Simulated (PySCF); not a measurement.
# Cu+: ionisation energy

Cu+ [Ar] 3d10 (1S) → Cu(2+) [Ar] 3d9 (2D), as a difference of total energies. All numbers are calculated (PySCF 2.14, the spin-free X2C one-electron Hamiltonian (Gaussian nucleus), in cc-pVDZ-DK). Correlated levels: valence: [Ar] frozen. The calculations carry no spin-orbit coupling.

```tsv
method	ionisation energy (eV)
UHF	17.177
LDA	21.411
B3LYP	20.496
MP2 (valence)	20.550
SCS-MP2 (valence)	20.112
```

Problem. How much does correlation contribute at MP2 (valence)?

Solution. 20.550 − (17.177) = 3.373 eV, measured against UHF.

The reference lies between the lowest fine-structure levels, while these numbers refer to the centres of the terms.

Errors of the correlated levels include the incompleteness of this basis and the frozen core.

For comparison: 20.292 eV (measured; NIST Atomic Spectra Database, ionization energies).
